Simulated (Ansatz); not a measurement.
Consider the redistribution: `[F][Hf]([F])([Cl])[Cl]` + `C[N](C)[W]([OH])(=[S])=[S]` → `C[N](C)[Hf]([F])([Cl])[Cl]` + `[OH][W]([F])(=[S])=[S]`.

Isolated molecules relaxed with PBE0-D4/def2-TZVP in Ansatz; ΔE leaves out vibrations. CCSD(T)/CBS is the MP2 limit (def2-TZVPP, def2-QZVPP) plus CCSD(T) − MP2 in def2-TZVPP, frozen cores. Functionals use def2-TZVPP. Elements past krypton have def2 core potentials. For Hf, W outer-core shells are correlated without core-valence functions, which leaves a few kJ/mol of doubt a bond. Each species was taken in one conformer, which may not be the lowest.

`[F][Hf]([F])([Cl])[Cl]`:

Z-matrix (Å, degrees):
```
Hf
F 1 1.886
Cl 1 2.331 2 109.4
Cl 1 2.331 2 109.4 3 121.5
F 1 1.886 2 108.3 3 -119.2
```

`C[N](C)[W]([OH])(=[S])=[S]`:

Cartesian coordinates in Å:
```
C -0.102 -0.132 1.741
N 0.013 0.187 0.330
C 0.884 1.326 0.097
W -0.854 -0.730 -1.115
O 0.372 -1.963 -1.850
S -2.544 -1.767 -0.335
S -1.432 0.699 -2.590
H 0.883 -0.379 2.153
H -0.768 -0.977 1.894
H -0.495 0.732 2.290
H 0.492 2.212 0.612
H 1.888 1.118 0.483
H 0.959 1.553 -0.965
H 0.706 -1.879 -2.746
```

`C[N](C)[Hf]([F])([Cl])[Cl]`:

Z-matrix (Å, degrees):
```
Hf
F 1 1.897
N 1 1.989 2 106.2
Cl 1 2.358 2 112.5 3 -117.3
C 1 2.929 2 132.5 3 -0.0
C 1 3.122 2 85.5 3 0.0
Cl 1 2.357 2 112.5 3 117.2
H 5 1.097 1 73.6 2 -179.9
H 5 1.097 1 124.5 2 -80.1
H 5 1.097 1 124.5 2 80.3
H 6 1.098 1 122.8 2 -106.0
H 6 1.092 1 81.6 2 0.0
H 6 1.098 1 122.8 2 106.1
```

`[OH][W]([F])(=[S])=[S]`:

Cartesian coordinates in Å:
```
O -1.192 0.450 -0.790
W 0.176 -0.111 0.341
F -0.288 -1.664 1.232
S 1.936 -0.447 -0.786
S 0.539 1.430 1.749
H -1.171 0.341 -1.745
```

CCSD(T)/CBS gives +76.3 kJ/mol.

Question: Another level gave +63.6 kJ/mol. Which?
A. MP2/def2-TZVPP
B. B2PLYP/def2-TZVPP
C. SCS-MP2/def2-TZVPP
D. PBE/def2-TZVPP

Answer: D. PBE 63.6, B2PLYP 70.7, SCS-MP2/def2-TZVPP 78.6, MP2/def2-TZVPP 84.1 kJ/mol.

Largest T1 diagnostic among the species: 0.022, so the coupled-cluster value is less sure than usual.

Leaving LDA and LC-ωPBE aside and taking each functional with its dispersion term where it has one, the values, not all of them listed here, spread over 10.2 kJ/mol, from B97M-V to PBE-QIDH. LDA lies +4.3 kJ/mol from PBE without D4. In def2-TZVPP, CCSD(T) changes the Hartree–Fock value by +8.5 kJ/mol (the triples alone add +1.9 kJ/mol) and MP2 by +18.4 kJ/mol.
